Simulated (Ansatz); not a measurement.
Reaction (redistribution): `C[Si](N)(N)S` + `C[SiH](S)Cl` → `C[Si](N)(S)Cl` + `C[SiH](N)S`

Isolated molecules relaxed with PBE0-D4/def2-TZVP in Ansatz; ΔE leaves out vibrations. CBS: MP2 limit from def2 TZ/QZ plus the TZ coupled-cluster correction, frozen cores. DFT in def2-TZVPP. B3LYP here is the variant with VWN-RPA as its local correlation; programs differ in this. One conformer a species, not always the lowest.

```json
{"level": "PBE0", "ΔE (kJ/mol)": "0.7"}
{"level": "B3LYP", "ΔE (kJ/mol)": "0.7"}
{"level": "HF/def2-TZVPP", "ΔE (kJ/mol)": "-0.1"}
{"level": "SCS-MP2/def2-TZVPP", "ΔE (kJ/mol)": "1.0"}
```

Problem. What does CCSD(T)/CBS give? (Best estimate.)

Solution. Ansatz gave: +1.3 kJ/mol. The listed levels differ from it by -0.6, -0.6, -1.4, -0.3 kJ/mol.

Largest T1 diagnostic among the species: 0.010.
